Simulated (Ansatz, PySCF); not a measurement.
Molecule: SeO (charge 0, triplet). 
Geometry from a B3LYP-D3(BJ)/def2-TZVP (Ansatz, an electronic-structure program) optimisation:
```
Se
O 1 1.6481
```
Charge 0, spin multiplicity 3.

Total electronic energies in hartree. Correlated levels leave the core frozen unless marked. Open shells are spin-unrestricted. Spin-orbit coupling is left out. Frozen are the shells of the preceding noble gas and the d and f shells that filled before the atom's block. No relativistic terms. CBS(X,Y): correlation extrapolated as X^-3; Hartree-Fock from the larger set.

The Hartree-Fock reference is unstable (checked in the largest basis), which strains HF and MP2. 

| level | program | energy (Eh) |
|---|---|---|
| HF-D4/def2-TZVPD | PySCF + dftd4 | -2474.69446 |
| RI-HF/def2-QZVPP | Ansatz | -2474.74164 |
| RI-HF/def2-QZVPPD | Ansatz | -2474.74204 |
| PBE-D3(BJ)/def2-TZVPD | Ansatz + dftd3 | -2476.33147 |
| PBE-D4/def2-TZVPD | Ansatz + dftd4 | -2476.33162 |
| BP86-D3(BJ)/def2-TZVPD | PySCF + dftd3 | -2477.04006 |
| B3LYP-D3(BJ)/def2-TZVPD | Ansatz + dftd3 | -2476.79452 |
| B3LYP-D4/def2-TZVPD | Ansatz + dftd4 | -2476.79458 |
| PBE0/6-31G* | Ansatz | -2476.05727 |
| PBE0-D4/def2-TZVPD | Ansatz + dftd4 | -2476.39358 |
| TPSSh-D3(BJ)/def2-TZVPD | PySCF + dftd3 | ? |
| PW6B95-D4/def2-TZVPD | PySCF + dftd4 | ? |
| B2GP-PLYP/def2-TZVPD | Ansatz | -2476.13943 |
| PBE-QIDH/def2-TZVPD | Ansatz | -2476.01932 |
| RI-MP2/cc-pVQZ | Ansatz | -2475.13309 |
| RI-MP2/def2-TZVPPD | Ansatz | -2475.05742 |
| RI-MP2/def2-QZVPP | Ansatz | -2475.13402 |
| RI-MP2/CBS(aug-cc-pVTZ,aug-cc-pVQZ) | Ansatz | -2475.1575 |
| RI-MP2/CBS(cc-pVTZ,cc-pVQZ) | Ansatz | -2475.1567 |
| CCSD/aug-cc-pVDZ | Ansatz | -2474.95197 |
| CCSD/def2-SVP | Ansatz | -2474.58382 |
| CCSD(T)/def2-TZVPPD | Ansatz | -2475.08807 |

Task: Complete the blanks.

Result: 
- TPSSh-D3(BJ)/def2-TZVPD, energy (Eh): -2476.69082
- PW6B95-D4/def2-TZVPD, energy (Eh): -2477.92392
